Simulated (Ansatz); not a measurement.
Relaxation of CH5BFSi (9 atoms, charge 1, multiplicity 1), to a largest force component of 0.02 eV/Å in at most 50 steps.

The calculation used Ansatz, RKS PBE0/def2-SVP.

```xyz
9
Properties=species:S:1:pos:R:3
C 0.347 1.191 -0.677
B 0.526 -0.305 -0.287
F 1.497 -1.038 -0.756
Si -0.718 -1.284 0.986
H 0.379 1.848 0.195
H 1.105 1.537 -1.376
H -0.630 1.386 -1.125
H -0.637 -2.689 1.403
H -1.869 -0.646 1.636
```

Question: Where does it end, and by what steps?

Answer: The forces met the threshold. The force dipped under the threshold on the way, but the program's further checks kept it going. Limits of this set-up: the dipole of an ion depends on the origin. After 26 steps the energy has fallen by 0.155 eV; H8 moved furthest, 1.34 Å.

```
step  energy less start (eV)  largest force component (eV/Å)  accepted
   0                  0.0000                           1.196       yes
   1                 -0.0755                           0.443       yes
   2                 -0.0889                           0.128       yes
   3                 -0.0898                           0.055       yes
   4                 -0.0899                           0.038       yes
   5                 -0.0899                           0.021       yes
   6                 -0.0903                           0.004       yes
   7                 -0.0904                           0.017       yes
   8                 -0.0907                           0.080       yes
   9                 -0.0906                           0.264        no
  10                 -0.0915                           0.098       yes
  11                 -0.0922                           0.180       yes
  12                 -0.0936                           0.180       yes
  13                 -0.0961                           0.369       yes
  14                 -0.0734                           0.603        no
  15                 -0.1074                           0.149       yes
  16                 -0.1156                           0.086       yes
  17                 -0.1256                           0.141       yes
  18                 -0.1288                           0.363       yes
  19                 -0.1417                           0.347       yes
  20                 -0.1423                           0.493       yes
  21                 -0.1427                           0.276       yes
  22                 -0.1508                           0.171       yes
  23                 -0.1510                           0.167       yes
  24                 -0.1483                           0.258        no
  25                 -0.1537                           0.096       yes
  26                 -0.1547                           0.012       yes
```

```xyz
9
Properties=species:S:1:pos:R:3
C 0.247 1.084 -0.799
B 0.713 -0.147 0.000
F 1.948 -0.535 0.146
Si -0.721 -1.293 0.976
H 0.555 1.978 -0.221
H 0.803 1.131 -1.753
H -0.830 1.174 -1.005
H -1.426 -2.444 0.346
H -1.288 -0.948 2.309
```

Run time: 110 s on 2 threads of Intel(R) Xeon(R) Platinum 8259CL CPU @ 2.50GHz (Skylake/Cascade Lake), with other jobs on the host, peak memory 0.18 GiB.
